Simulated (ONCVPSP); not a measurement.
phosphorus: excitation energies, all-electron against ONCV

ONCVPSP 4.0.1 input, shortened (lines: element, Z, core and valence counts, functional; n l f; lmax; l rc ep ncon nbas qcut; lloc lpopt rc5 dvloc0; l nproj debl; icmod fcfact rcfact), PBE, non-relativistic:

```
  P 15.00    3    2        4      upf
    1    0    2.00
    2    0    2.00
    2    1    6.00
    3    0    2.00
    3    1    3.00
    1
    0    1.45    0.00    4    8    5.70
    1    1.35    0.00    4    7    5.50
    4    5    1.00    0.00
    0    1    3.40
    1    1    3.30
    1    0.60    0.00
```

Energies are relative to the spin-unpolarised reference configuration 3s2 3p3; without spin polarisation the order of configurations can differ from experiment.

| valence configuration | charge | ΔE all-electron (eV) | error AE − PS (meV) |
| --- | --- | --- | --- |
| 3s2 3p1 | +2 | 28.901 | +29 |
| 3s2 3p2.5 | +0.5 | 3.781 | +0.9 |

(1) What are ΔE and the potential's error for 3s2 3p2?

(2) What are ΔE and the potential's error for 3s2 3p0?

Note: no bound ghost flagged; GHOST(+) flagged for s at 44.9 eV.

Answers

(1) ΔE = 9.742 eV all-electron; the error (AE − PS) is +4.5 meV.

(2) ΔE = 58.650 eV all-electron; the error (AE − PS) is +87 meV.
